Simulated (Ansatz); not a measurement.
Molecule: LiI (charge 0, singlet). 
Structure (B3LYP-D3(BJ)/def2-TZVP (Ansatz, a quantum-chemistry and plane-wave program) minimum search):
```xyz
2

Li     0.0000     0.0000    -2.2643
I      0.0000     0.0000     0.1282
```
Charge 0, spin multiplicity 1.

Quantity: vertical electron affinity (to the doublet state of charge -1; a negative value means that the extra electron is unbound and the number depends on the basis; each state is the SCF solution reached for its spin), in eV. Cores are frozen in the correlated levels unless marked. UHF or UKS for open shells. Spin-orbit coupling is left out. Frozen are the shells of the preceding noble gas and the d and f shells that filled before the atom's block. Past Kr the def2 sets carry scalar-relativistic core potentials. Anions need diffuse functions: def2-D sets add few. Basis-set limits of correlation are two-point, X^-3; Hartree-Fock from the larger set.

```tsv
level	program	vertical electron affinity (eV)
SVWN5/def2-TZVPD	Ansatz	0.70
PBE/def2-TZVPD	Ansatz	0.72
B3LYP/def2-TZVPD	Ansatz	0.72
CAM-B3LYP/def2-TZVPD	Ansatz	0.70
wB97M-V/def2-TZVPD	Ansatz	0.36
wB97X-V/def2-TZVPD	Ansatz	0.63
wB97X/def2-TZVPD	Ansatz	0.56
CCSD/def2-SVPD	Ansatz	0.63
CCSD/def2-TZVPPD	Ansatz	0.62
CCSD/CBS(def2-TZVPPD,def2-QZVPPD)	Ansatz	0.65
CCSD(T)/def2-SVPD	Ansatz	0.64
CCSD(T)/def2-TZVPPD	Ansatz	0.63
CCSD(T)/def2-QZVPPD	Ansatz	0.66
CCSD(T)/CBS(def2-TZVPPD,def2-QZVPPD)	Ansatz	0.66
```
